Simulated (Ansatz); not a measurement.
C3H8O2Sn (`CC(C)[O][Sn][OH]`): the same geometry under several functionals.

```yaml
crystal:
  periodic: [false, false, false]
  atoms:
    - {symbol: C, position_ang: [0.111735, 0.024665, -1.136929]}
    - {symbol: C, position_ang: [-0.784134, 0.133228, 0.085003]}
    - {symbol: C, position_ang: [-1.156666, -1.237676, 0.620623]}
    - {symbol: O, position_ang: [-0.225102, 0.895586, 1.122283]}
    - {symbol: Sn, position_ang: [1.415751, 1.760938, 1.789590]}
    - {symbol: O, position_ang: [2.700318, 1.506410, 0.300630]}
    - {symbol: H, position_ang: [-0.403246, -0.501850, -1.944202]}
    - {symbol: H, position_ang: [1.018558, -0.541808, -0.900792]}
    - {symbol: H, position_ang: [0.387403, 1.015021, -1.508323]}
    - {symbol: H, position_ang: [-1.709809, 0.643371, -0.221618]}
    - {symbol: H, position_ang: [-1.682755, -1.826245, -0.135697]}
    - {symbol: H, position_ang: [-0.256203, -1.783546, 0.917369]}
    - {symbol: H, position_ang: [-1.801337, -1.138476, 1.495216]}
    - {symbol: H, position_ang: [2.385488, 1.050391, -0.483142]}
basis:
  gaussian: {orbitals: def2-TZVPP}
hamiltonian: {xc: {name: B3LYP}, dispersion: d4}
output: {forces: true, orbitals: {seedname: orbitals}}
```

```sh
$ ansatz run in.yaml --threads 2 --pin off --events-out ev --progress --plain --max-ram 22528MiB --backend cuda --devices 0, --max-vram 18GiB
```

It prints (some lines left out):

```
Functional definition: B3LYP
1746 factors; their error is unknown
mean field evaluation 1: about -13153.4143 eV, gradient 1.0e2 eV
mean field evaluation 2: about -13059.0987 eV, gradient 2.2e2 eV
mean field evaluation 4: about -13173.0716 eV, gradient 2.3e1 eV
mean field evaluation 8: about -13173.9591 eV, gradient 1.9e-1 eV
mean field evaluation 16: about -13174.0122 eV, gradient 1.3e-2 eV
mean field -13174.01219615 eV, -484.1360185423 hartree, gradient 3.3e-5 eV, S^2 0.000000; 0 other end points of the search recorded, 0 dependent functions left out
reference -13174.01250657 eV, -484.1360299502 hartree; 32, 32 occupied and 285, 285 virtual orbitals, 1746 factors
Total energy: -13174.55352410 eV, -484.1559119776 hartree
Atom 0 at     0.111735     0.024665    -1.136929 Å, force     0.132173    -0.004765    -0.201378 eV/Å
Atom 1 at    -0.784134     0.133228     0.085003 Å, force    -0.261591     0.012665    -0.169750 eV/Å
Atom 2 at    -1.156666    -1.237676     0.620623 Å, force    -0.070914    -0.200667     0.092622 eV/Å
Atom 3 at    -0.225102     0.895586     1.122283 Å, force    -0.104844     0.053846     0.128084 eV/Å
Atom 4 at     1.415751     1.760938     1.789590 Å, force     0.043215     0.189777     0.381656 eV/Å
Atom 5 at     2.700318     1.506410     0.300630 Å, force     0.193549    -0.040686    -0.231024 eV/Å
Atom 6 at    -0.403246    -0.501850    -1.944202 Å, force     0.028462     0.026263     0.033238 eV/Å
Atom 7 at     1.018558    -0.541808    -0.900792 Å, force    -0.043352     0.043350    -0.026524 eV/Å
Atom 8 at     0.387403     1.015021    -1.508323 Å, force    -0.005247    -0.065578     0.011853 eV/Å
Atom 9 at    -1.709809     0.643371    -0.221618 Å, force     0.049790    -0.027659     0.016952 eV/Å
Atom 10 at    -1.682755    -1.826245    -0.135697 Å, force     0.021957     0.018625     0.042355 eV/Å
Atom 11 at    -0.256203    -1.783546     0.917369 Å, force    -0.047806     0.017274    -0.008398 eV/Å
Atom 12 at    -1.801337    -1.138476     1.495216 Å, force     0.030846    -0.018366    -0.041545 eV/Å
Atom 13 at     2.385488     1.050391    -0.483142 Å, force     0.033762    -0.004079    -0.028140 eV/Å
Dipole moment:    -0.197927    -0.081157    -0.020213 e Å
```

It took 2.4 s on 2 threads of an AMD EPYC 7R13 on a shared host and a share of an NVIDIA H100 80 GB, with 0.94 GiB of host memory at the peak.

Changing it to `hamiltonian: {xc: r2scan, dispersion: d4}` (abridged; 2.7 s):

```
Functional definition: r2SCAN
mean field evaluation 16: about -13169.9609 eV, gradient 8.2e-3 eV
mean field -13169.96090801 eV, -483.9871364494 hartree, gradient 7.1e-5 eV, S^2 0.000000
Total energy: -13170.04806739 eV, -483.9903394974 hartree
Atom 0 force     0.080474    -0.007324    -0.123259 eV/Å
Atom 1 force    -0.164791    -0.059243    -0.193962 eV/Å
Atom 2 force    -0.046554    -0.131723     0.066580 eV/Å
Atom 3 force     0.008329     0.096342     0.186464 eV/Å
Atom 4 force     0.035231     0.069713     0.123807 eV/Å
Atom 5 force     0.117117     0.011955    -0.062889 eV/Å
Atom 6 force     0.003613     0.002314     0.006754 eV/Å
Atom 7 force    -0.007280     0.008118     0.007605 eV/Å
Atom 8 force     0.003968    -0.008968     0.006756 eV/Å
Atom 9 force    -0.017044     0.015409     0.004210 eV/Å
Atom 10 force     0.010326     0.013005     0.009520 eV/Å
Atom 11 force    -0.004745     0.012963    -0.003902 eV/Å
Atom 12 force     0.010404    -0.004833    -0.011988 eV/Å
Atom 13 force    -0.029047    -0.017727    -0.015695 eV/Å
Dipole moment:    -0.204738    -0.104561    -0.056085 e Å
```

The same input with `hamiltonian: {xc: pbe0, dispersion: d4}` and no forces (abridged; 1.7 s):

```
Functional definition: PBE0
mean field evaluation 16: about -13163.4689 eV, gradient 4.7e-4 eV
mean field -13163.46889082 eV, -483.7485592178 hartree, gradient 3.6e-5 eV, S^2 0.000000
Total energy: -13163.75788490 eV, -483.7591795545 hartree
```

B3LYP takes the VWN-RPA correlation (the form of Gaussian; ORCA's B3LYP/G).
